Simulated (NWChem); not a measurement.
System meant: CH$_{3}$BrMgS; SMILES [S]([Mg][Br])C

Here is an NWChem input.

```
start job
memory heap 200 mb stack 900 mb global 1100 mb
geometry units angstroms noautoz
  Mg     0.660630    -0.178212    -0.002444
  Br     1.194268    -2.468967    -0.002807
  S      0.198362     2.074424    -0.001020
  C     -1.632739     2.161305     0.000464
  H     -2.072621     1.703038    -0.896263
  H     -1.896125     3.227899    -0.000942
  H     -2.071011     1.705337     0.899103
end
basis spherical
  * library def2-svp
end
dft
  xc b3lyp
  iterations 4
  mulliken
end
task dft energy
```

End of the output:

```
    Atom       Charge   Shell Charges
 -----------   ------   -------------------------------------------------------
    1 Mg  12    12.24   2.00  1.94  0.51  0.17  5.84  0.61  0.49  0.67
    2 Br  35    34.89   2.00  2.00  1.96  1.09  0.65  5.99  5.81  2.45  2.93  7.84  2.04  0.14
    3 S   16    15.82   2.00  1.95  0.94  0.60  5.81  1.91  2.55  0.05
    4 C    6     6.13   1.96  0.60  0.33  1.85  1.31  0.07
    5 H    1     0.97   0.64  0.26  0.07
    6 H    1     0.97   0.64  0.26  0.07
    7 H    1     0.97   0.64  0.26  0.07

 center of mass
 --------------
 x =   0.04810730 y =  -0.38721675 z =   0.00000000

 moments of inertia (a.u.)
 ------------------
        2535.338386481642           0.000004174962           0.000000000000
           0.000004174962         126.141792597377           0.000000000000
           0.000000000000           0.000000000000        2649.879352729844

     Multipole analysis of the density
     ---------------------------------

     L   x y z        total         alpha         beta         nuclear
     -   - - -        -----         -----         ----         -------
     0   0 0 0     -0.000000    -36.000000    -36.000000     72.000000

     1   1 0 0     -0.466920     -0.233460     -0.233460      0.000000
     1   0 1 0      0.488170      0.244085      0.244085      0.000000
     1   0 0 1      0.000000      0.000000      0.000000      0.000000

     2   2 0 0    -34.966797    -53.431627    -53.431627     71.896458
     2   1 1 0     -4.334167     11.776880     11.776880    -27.887928
     2   1 0 1      0.000000      0.000000      0.000000      0.000000
     2   0 2 0    -42.663911   -653.108718   -653.108718   1263.553525
     2   0 1 1     -0.000000     -0.000000     -0.000000      0.000000
     2   0 0 2    -36.247212    -21.001295    -21.001295      5.755377

 ------------------------------------------------------------------------
 dft energy failed                                                                                  0
 ------------------------------------------------------------------------
 ------------------------------------------------------------------------
  current input line :
    20: task dft energy
 ------------------------------------------------------------------------
 ------------------------------------------------------------------------
 This type of error is most commonly associated with calculations not reaching convergence criteria
 ------------------------------------------------------------------------
 For more information see the NWChem manual at https://nwchemgit.github.io

0:dft energy failed:Received an Error in Communication
```

**Question.** What is wrong, and how is it mended?

**Answer.** The run did not converge; its last values are not results. Cause: the SCF was allowed too few iterations. This input runs:
```
start job
memory heap 200 mb stack 900 mb global 1100 mb
geometry units angstroms noautoz
  Mg     0.660630    -0.178212    -0.002444
  Br     1.194268    -2.468967    -0.002807
  S      0.198362     2.074424    -0.001020
  C     -1.632739     2.161305     0.000464
  H     -2.072621     1.703038    -0.896263
  H     -1.896125     3.227899    -0.000942
  H     -2.071011     1.705337     0.899103
end
basis spherical
  Mg library def2-svp
  Br library def2-svp
  S library def2-svp
  C library def2-svp
  H library def2-svp
end
dft
  xc b3lyp
  iterations 150
  mulliken
end
task dft energy
```
It converges to -3211.97945 Ha (B3LYP/def2-SVP).
